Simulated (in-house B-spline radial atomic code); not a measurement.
How G0W0 and RPA depend on the start: Pb³⁺

Configuration [Xe] 4f14 5d10 6s1, highest spin. Computed with a B-spline radial code for spherical atoms: all electrons, scalar-relativistic (spin-free one-electron X2C), finite nucleus, each spin shell either full or empty, empty states to l = 9 with an (l + 1/2)⁻⁴ tail; G0W0 by contour deformation at full frequency.

Without the two-electron picture change, the correlation of inner shells comes somewhat too large for so heavy an element.

RPA overbinds a lone outer s electron by self-correlation, and G0W0 tends to as well.

```csv
start,mean-field 6s up (eV),G0W0 (eV),QP weight,RPA correlation (Eh)
Hartree-Fock,-40.82,-42.63,0.976,-6.7353
LDA VWN5,-38.31,-43.19,0.958,-7.1827
PBE,-37.88,-43.11,0.957,-7.1755
PBE0,-38.84,-42.97,0.964,-7.0556
r2SCAN,-38.14,-43.02,0.961,-7.0964
HSE06,-38.44,-43.00,0.963,-7.0637
B3LYP (VWN-RPA),-38.83,?,?,?
SCAN,-38.23,-43.03,0.961,-7.1018
TPSS,-37.67,-43.08,0.958,-7.1563
BHandHLYP,-39.79,-42.90,0.969,-6.9444
CAM-B3LYP,-40.39,-43.03,0.968,-7.0394
LC-wPBE,-41.54,-42.94,0.972,-7.0524
wB97X,-40.88,?,?,?
PBEsol,-37.97,-43.13,0.958,-7.1783
BLYP,-37.90,-43.19,0.957,-7.1778
r2SCAN0,-39.11,-42.92,0.966,-7.0021
LDA exchange-only,-37.12,-43.27,0.956,-7.1825
```

What G0W0 level, weight and RPA correlation energy follow from the B3LYP (VWN-RPA) start?

G0W0 level -43.07 eV, weight 0.963, RPA correlation -7.0814 hartree.

What G0W0 level, weight and RPA correlation energy follow from the wB97X start?

G0W0 level -42.89 eV, weight 0.971, RPA correlation -7.0217 hartree.

How much of the dependence on the start does G0W0 remove?

The mean-field levels span 4.42 eV and the G0W0 levels 0.639 eV. Against 42.333 eV (NIST, measured) the G0W0 removal energies are off by +0.30 to +0.93 eV, with spin-orbit coupling, Breit and QED terms left out.
